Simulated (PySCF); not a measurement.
Si(GeH3)2(Me)(NMe2), SMILES CN(C)[Si](C)([GeH3])[GeH3], singlet, GFN2-xTB optimised geometry.

```
22

C     -1.14     0.18     4.15
N     -0.29     0.60     3.07
C      0.75     1.50     3.50
Si    -0.09    -0.37     1.65
C      1.05    -1.90     1.85
Ge    -2.22    -1.18     1.06
Ge     0.87     0.99     0.00
H     -1.92    -0.48     3.77
H     -0.58    -0.35     4.93
H     -1.61     1.05     4.61
H      1.41     1.03     4.24
H      1.36     1.80     2.65
H      0.31     2.39     3.95
H      0.68    -2.59     2.61
H      1.11    -2.45     0.92
H      2.06    -1.61     2.13
H     -3.41    -0.32     1.36
H     -2.58    -2.49     1.71
H     -2.37    -1.48    -0.40
H      0.54     0.57    -1.40
H      2.37     0.99     0.00
H      0.54     2.45     0.00
```

Density from PBE0/def2-SVP (PySCF 2.14.0) at that geometry.

Minimum of the electron density along straight lines between bonded atoms, close to the bond critical point (lines longer than 1.1 times the sum of covalent radii, or with two minima, are not listed):

| bond | length / Å | ρ at the minimum / e bohr⁻³ | ∇²ρ there / e bohr⁻⁵ | position (fraction from the first atom) |
|---|---|---|---|---|
| C1–N2 | 1.440 | 0.273 | -0.78 | 0.39 |
| N2–C3 | 1.440 | 0.273 | -0.78 | 0.61 |
| N2–Si4 | 1.725 | ? | ? | 0.60 |
| Si4–C5 | 1.918 | ? | 0.29 | 0.38 |
| Si4–Ge6 | 2.346 | 0.091 | -0.05 | 0.35 |
| Si4–Ge7 | 2.347 | 0.091 | -0.05 | 0.35 |
| C1–H8 | 1.090 | 0.279 | -1.04 | 0.63 |
| C1–H9 | 1.097 | 0.275 | -1.00 | 0.63 |
| C1–H10 | 1.093 | 0.277 | -1.03 | 0.63 |
| C3–H11 | 1.097 | 0.275 | -1.00 | 0.63 |
| C3–H12 | 1.090 | 0.279 | -1.04 | 0.63 |
| C3–H13 | 1.093 | 0.277 | -1.03 | 0.63 |
| C5–H14 | 1.088 | 0.270 | -0.96 | 0.62 |
| C5–H15 | 1.088 | 0.270 | -0.96 | 0.62 |
| C5–H16 | 1.088 | 0.270 | -0.96 | 0.62 |
| Ge6–H17 | 1.501 | 0.139 | 0.07 | 0.59 |
| Ge6–H18 | 1.505 | 0.137 | 0.08 | 0.59 |
| Ge6–H19 | 1.501 | 0.139 | 0.08 | 0.59 |
| Ge7–H20 | 1.501 | 0.139 | 0.08 | 0.59 |
| Ge7–H21 | 1.505 | 0.137 | 0.08 | 0.59 |
| Ge7–H22 | 1.501 | 0.139 | 0.07 | 0.59 |

Problem. What belongs in the gaps?

Solution. 
- N2–Si4, ρ at the minimum / e bohr⁻³: 0.123
- N2–Si4, ∇²ρ there / e bohr⁻⁵: 0.74
- Si4–C5, ρ at the minimum / e bohr⁻³: 0.108
